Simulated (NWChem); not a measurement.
The numbers come from NWChem runs, not from measurements. System: trans-dichloroethylene (C2H2Cl2), charge 0, spin multiplicity 1, at a geometry optimised with B3LYP/def2-SVP. Level: TD-PBE/def2-SVP.

NWChem printed:

```
             Northwest Computational Chemistry Package (NWChem) 7.3.0
             --------------------------------------------------------

                                NWChem Input Module
                                -------------------

 Scaling coordinates for geometry "geometry" by  1.889725989
 (inverse scale =  0.529177249)

 Turning off AUTOSYM since
 SYMMETRY directive was detected!

                             Geometry "geometry" -> ""
                             -------------------------

 Output coordinates in angstroms (scale by  1.889725989 to convert to a.u.)

  No.       Tag          Charge          X              Y              Z
 ---- ---------------- ---------- -------------- -------------- --------------
    1 Cl                  17.0000    -2.13506300    -0.35395700     0.00000000
    2 C                    6.0000    -0.55659100     0.36779100     0.00000000
    3 C                    6.0000     0.55659100    -0.36779100     0.00000000
    4 Cl                  17.0000     2.13506300     0.35395700     0.00000000
    5 H                    1.0000    -0.55102200     1.45957100     0.00000000
    6 H                    1.0000     0.55102200    -1.45957100     0.00000000

 Effective nuclear repulsion energy (a.u.)     174.5362518093

            Nuclear Dipole moment (a.u.)
            ----------------------------
        X                 Y               Z
 ---------------- ---------------- ----------------
     0.0000000000     0.0000000000     0.0000000000

      Symmetry information
      --------------------

 Group name             C2h
 Group number             21
 Group order               4
 No. of unique centers     3

      Symmetry unique atoms

     1    2    5


 Summary of "ao basis" -> "" (spherical)
 ------------------------------------------------------------------------------
       Tag                 Description            Shells   Functions and Types
 ---------------- ------------------------------  ------  ---------------------
 *                          def2-svp                  on all atoms

  pbe96 is a nonlocal functional; adding pw91lda local functional.

                                 NWChem DFT Module
                                 -----------------

 Summary of "ao basis" -> "ao basis" (spherical)
 ------------------------------------------------------------------------------
       Tag                 Description            Shells   Functions and Types
 ---------------- ------------------------------  ------  ---------------------
 Cl                         def2-svp                 8       18   4s3p1d
 C                          def2-svp                 6       14   3s2p1d
 H                          def2-svp                 3        5   2s1p

 Summary of "ao basis" -> "ao basis" (spherical)
 ------------------------------------------------------------------------------
       Tag                 Description            Shells   Functions and Types
 ---------------- ------------------------------  ------  ---------------------
 Cl                         def2-svp                 8       18   4s3p1d
 C                          def2-svp                 6       14   3s2p1d
 H                          def2-svp                 3        5   2s1p

      Symmetry analysis of basis
      --------------------------

        ag         27
        au         10
        bg         10
        bu         27

            General Information
            -------------------
          SCF calculation type: DFT
          Wavefunction type:  closed shell.
          No. of atoms     :     6
          No. of electrons :    48
           Alpha electrons :    24
            Beta electrons :    24
          Charge           :     0
          Spin multiplicity:     1
          Use of symmetry is: off; symmetry adaption is: on
          Maximum number of iterations: 100
          AO basis - number of functions:    74
                     number of shells:    34
          Convergence on energy requested:  1.00D-06
          Convergence on density requested:  1.00D-05
          Convergence on gradient requested:  5.00D-04

              XC Information
              --------------
          PerdewBurkeErnzerhof Exchange Functional  1.000
[...]
    4     36       0     0.66E-01   0.25E-02        3.6
    5     48       0     0.19E-01   0.18E-02        3.6
    6     60       2     0.54E-02   0.14E-03        3.5
    7     68       3     0.24E-02   0.15E-04        2.8
    8     74       4     0.11E-02   0.18E-05        2.4
    9     77       5     0.33E-03   0.29E-06        1.7
   10     79       5     0.10E-03   0.22E-07        1.5
   11     81       6     0.67E-04   0.20E-08        1.5
  ----  ------  ------  ---------  ---------  ---------
  Convergence criterion met

  Ground state ag       -996.959791933015 a.u.

  ----------------------------------------------------------------------------
  Root   1 singlet bg             0.214118049 a.u.                5.8265 eV
  ----------------------------------------------------------------------------
     Transition Moments    X  0.00000   Y -0.00000   Z -0.00000
     Transition Moments   XX  0.00000  XY -0.00000  XZ  0.04394
     Transition Moments   YY  0.00000  YZ  0.16180  ZZ -0.00000
     Dipole Oscillator Strength                    0.0000000000
     Electric Quadrupole                           0.0000000015
     Magnetic Dipole                               0.0000000454
     Total Oscillator Strength                     0.0000000469

          sigma_e =   2.0323 Angstrom
          sigma_h =   1.9572 Angstrom
         |d_h->e| =   0.0000 Angstrom
            d_exc =   2.8690 Angstrom
            d_CD1 =   0.0751 Angstrom
            d_CD2 =  -1.9947 Angstrom
            d_CD3 =   2.8690 Angstrom
     Pearson C.C. =  -0.0340

     Occ.   23  ag  ---  Virt.   25  bg   0.08119 X
     Occ.   24  au  ---  Virt.   26  bu  -0.99504 X
  ----------------------------------------------------------------------------
  Root   2 singlet bu             0.220842693 a.u.                6.0094 eV
  ----------------------------------------------------------------------------
     Transition Moments    X -1.29323   Y  0.11821   Z  0.00000
     Transition Moments   XX  0.00000  XY -0.00000  XZ  0.00000
     Transition Moments   YY  0.00000  YZ  0.00000  ZZ  0.00000
     Dipole Oscillator Strength                    0.2482882086
     Electric Quadrupole                           0.0000000000
     Magnetic Dipole                               0.0000000000
     Total Oscillator Strength                     0.2482882086

          sigma_e =   1.6234 Angstrom
          sigma_h =   2.2520 Angstrom
         |d_h->e| =   0.0000 Angstrom
            d_exc =   2.7989 Angstrom
            d_CD1 =   0.6286 Angstrom
            d_CD2 =  -1.9377 Angstrom
            d_CD3 =   2.7989 Angstrom
     Pearson C.C. =  -0.0173

     Occ.   19  ag  ---  Virt.   26  bu   0.11566 X
     Occ.   20  au  ---  Virt.   25  bg   0.25169 X
     Occ.   22  bu  ---  Virt.   27  ag  -0.10857 X
     Occ.   23  ag  ---  Virt.   26  bu  -0.12049 X
     Occ.   24  au  ---  Virt.   25  bg   0.95206 X
     Occ.   24  au  ---  Virt.   25  bg  -0.12130 Y
  ----------------------------------------------------------------------------
  Root   3 singlet bg             0.228565949 a.u.                6.2196 eV
  ----------------------------------------------------------------------------
     Transition Moments    X -0.00000   Y  0.00000   Z  0.00000
     Transition Moments   XX  0.00000  XY -0.00000  XZ  0.09275
     Transition Moments   YY  0.00000  YZ -0.46362  ZZ -0.00000
     Dipole Oscillator Strength                    0.0000000000
     Electric Quadrupole                           0.0000000142
     Magnetic Dipole                               0.0000013485
     Total Oscillator Strength                     0.0000013627

          sigma_e =   1.5637 Angstrom
          sigma_h =   2.3104 Angstrom
         |d_h->e| =   0.0000 Angstrom
            d_exc =   2.7912 Angstrom
            d_CD1 =   0.7467 Angstrom
            d_CD2 =  -1.9370 Angstrom
            d_CD3 =   2.7912 Angstrom
     Pearson C.C. =  -0.0011

     Occ.   23  ag  ---  Virt.   25  bg  -0.99658 X
     Occ.   24  au  ---  Virt.   26  bu  -0.08097 X
  ----------------------------------------------------------------------------
  Root   4 singlet au             0.233663455 a.u.                6.3583 eV
  ----------------------------------------------------------------------------
     Transition Moments    X -0.00000   Y  0.00000   Z  0.02142
     Transition Moments   XX  0.00000  XY -0.00000  XZ  0.00000
     Transition Moments   YY -0.00000  YZ -0.00000  ZZ  0.00000
     Dipole Oscillator Strength                    0.0000714552
     Electric Quadrupole                           0.0000000000
     Magnetic Dipole                               0.0000000000
     Total Oscillator Strength                     0.0000714552

          sigma_e =   1.5669 Angstrom
          sigma_h =   2.3554 Angstrom
         |d_h->e| =   0.0000 Angstrom
            d_exc =   2.8327 Angstrom
            d_CD1 =   0.7885 Angstrom
            d_CD2 =  -1.9611 Angstrom
            d_CD3 =   2.8327 Angstrom
     Pearson C.C. =  -0.0028

     Occ.   22  bu  ---  Virt.   25  bg   0.99596 X
     Occ.   24  au  ---  Virt.   27  ag  -0.08462 X
  ----------------------------------------------------------------------------
  Root   5 singlet au             0.256963204 a.u.                6.9923 eV
  ----------------------------------------------------------------------------
     Transition Moments    X -0.00000   Y  0.00000   Z -0.09496
     Transition Moments   XX  0.00001  XY -0.00001  XZ  0.00000
     Transition Moments   YY -0.00000  YZ  0.00000  ZZ  0.00000
     Dipole Oscillator Strength                    0.0015447851
     Electric Quadrupole                           0.0000000000
     Magnetic Dipole                               0.0000000000
     Total Oscillator Strength                     0.0015447851

          sigma_e =   2.1880 Angstrom
          sigma_h =   1.9860 Angstrom
         |d_h->e| =   0.0000 Angstrom
            d_exc =   3.0326 Angstrom
            d_CD1 =   0.2020 Angstrom
            d_CD2 =  -2.0870 Angstrom
            d_CD3 =   3.0326 Angstrom
     Pearson C.C. =  -0.0535

     Occ.   21  bg  ---  Virt.   26  bu  -0.07489 X
     Occ.   22  bu  ---  Virt.   25  bg  -0.08536 X
     Occ.   24  au  ---  Virt.   27  ag  -0.99152 X
  ----------------------------------------------------------------------------
  Root   6 singlet bu             0.270849358 a.u.                7.3702 eV
  ----------------------------------------------------------------------------
     Transition Moments    X  0.45935   Y  0.09535   Z -0.00000
     Transition Moments   XX  0.00000  XY -0.00002  XZ -0.00000
     Transition Moments   YY -0.00001  YZ  0.00000  ZZ -0.00000
     Dipole Oscillator Strength                    0.0397409161
     Electric Quadrupole                           0.0000000000
     Magnetic Dipole                               0.0000000000
     Total Oscillator Strength                     0.0397409161

          sigma_e =   2.0314 Angstrom
          sigma_h =   2.2923 Angstrom
         |d_h->e| =   0.0000 Angstrom
            d_exc =   3.2088 Angstrom
            d_CD1 =   0.2609 Angstrom
            d_CD2 =  -2.1618 Angstrom
            d_CD3 =   3.2088 Angstrom
     Pearson C.C. =  -0.0983

     Occ.   19  ag  ---  Virt.   26  bu  -0.08550 X
     Occ.   22  bu  ---  Virt.   27  ag  -0.06531 X
     Occ.   23  ag  ---  Virt.   26  bu  -0.98538 X
     Occ.   24  au  ---  Virt.   25  bg  -0.11413 X

              Target root =      1
          Target symmetry = none
      Ground state energy =   -996.959791933015
        Excitation energy =      0.214118049024
     Excited state energy =   -996.745673883990

  stored tddft:energy   -996.74567388399043

 Task  times  cpu:       32.9s     wall:       32.9s

 Total times  cpu:       32.9s     wall:       32.9s
```

Write an NWChem input that would produce this output.

This is not unique; one that fits is 
```
start mol
memory heap 200 mb stack 900 mb global 1100 mb
geometry units angstroms nocenter noautoz
  Cl    -2.135063    -0.353957     0.000000
  C     -0.556591     0.367791     0.000000
  C      0.556591    -0.367791     0.000000
  Cl     2.135063     0.353957     0.000000
  H     -0.551022     1.459571     0.000000
  H      0.551022    -1.459571     0.000000
  symmetry group C2h
end
basis spherical
  * library def2-svp
end
dft
  xc xpbe96 cpbe96
  semidirect memsize 60000000 filesize 0
  iterations 100
end
tddft
  rpa
  nroots 6
  notriplet
  thresh 1e-4
end
task tddft energy
```
